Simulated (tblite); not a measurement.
Species: CH3BF2O (charge -1 and doublet state).
Bonds: B1–O2, O2–C3, C3–F4, C3–F5. Hydrogens: H6, H7 on B1; H8 on C3.

Computed with GFN2-xTB (tblite), gas phase: L-BFGS steps from a force-field or distance-geometry start until the largest atomic force falls under 0.01 eV/Å.

Step 24: E = -506.2861 eV
```
atom  x, y, z in Å  |  force x, y, z in eV/Å
B1      1.1721   -0.7285   -0.7555   -0.017  -0.013   0.033
O2      0.5375    0.6619   -0.2858   -0.052  -0.052   0.073
C3     -0.5855    0.5983    0.2814    0.059  -0.060  -0.001
F4     -1.4257    1.6863   -0.0443   -0.023  -0.019  -0.003
F5     -0.5474    0.7592    1.7134   -0.013  -0.019  -0.081
H6      0.2888   -1.4188   -1.2330    0.020   0.000   0.017
H7      1.7869   -1.2383    0.1591   -0.060   0.051  -0.059
H8     -1.2177   -0.3107    0.1400    0.086   0.112   0.021
```

Step 25: E = -506.2872 eV
```
atom  x, y, z in Å  |  force x, y, z in eV/Å
B1      1.1678   -0.7250   -0.7563    0.015  -0.043  -0.020
O2      0.5455    0.6568   -0.2679   -0.017  -0.004   0.010
C3     -0.5836    0.5971    0.2839    0.011  -0.091   0.065
F4     -1.4228    1.6780   -0.0576   -0.045   0.033  -0.023
F5     -0.5589    0.7700    1.7147   -0.019  -0.005  -0.023
H6      0.2826   -1.4130   -1.2344    0.012   0.006   0.022
H7      1.7919   -1.2415    0.1451   -0.036   0.022  -0.025
H8     -1.2134   -0.3130    0.1478    0.079   0.083  -0.005
```

Step 26: E = -506.2880 eV
```
atom  x, y, z in Å  |  force x, y, z in eV/Å
B1      1.1664   -0.7240   -0.7615    0.019  -0.047  -0.019
O2      0.5566    0.6506   -0.2399   -0.049   0.018   0.016
C3     -0.5823    0.5961    0.2913    0.031  -0.045   0.075
F4     -1.4238    1.6688   -0.0808    0.005  -0.003   0.002
F5     -0.5818    0.7916    1.7225   -0.024   0.006  -0.058
H6      0.2723   -1.4028   -1.2368    0.020   0.006   0.028
H7      1.8061   -1.2542    0.1210   -0.044   0.023  -0.032
H8     -1.2045   -0.3167    0.1596    0.042   0.042  -0.013
```

Problem. Estimate the geometry and energy of step 27. (The exact step hangs on the optimiser's Hessian estimate; all steps are aligned on step 26, rigid shifts and turns removed.)

Solution. E = -506.2885 eV, largest force 0.065 eV/Å
```
atom  x, y, z in Å  |  force x, y, z in eV/Å
B1      1.1656   -0.7240   -0.7645    0.012  -0.024  -0.030
O2      0.5616    0.6467   -0.2252   -0.008   0.035   0.005
C3     -0.5807    0.5943    0.2966    0.016   0.015   0.061
F4     -1.4234    1.6637   -0.0930    0.022  -0.019   0.016
F5     -0.5940    0.8023    1.7247   -0.020   0.015  -0.043
H6      0.2672   -1.3967   -1.2372    0.013  -0.007   0.021
H7      1.8116   -1.2591    0.1081   -0.028   0.005  -0.012
H8     -1.1988   -0.3178    0.1659   -0.007  -0.021  -0.019
```

The energy changes by -0.0005 eV. The first-order estimate −F·Δx gives -0.0008 eV and the mean of the old and new forces, exact on a quadratic surface, -0.0005 eV. The step makes an angle of 82° with the force vector and moves no atom by more than 0.016 Å.

What follows is the cost of the whole relaxation. Time: 0.1 s of wall time. Hardware: one thread of an Arm Neoverse V1, no GPU, shared host.
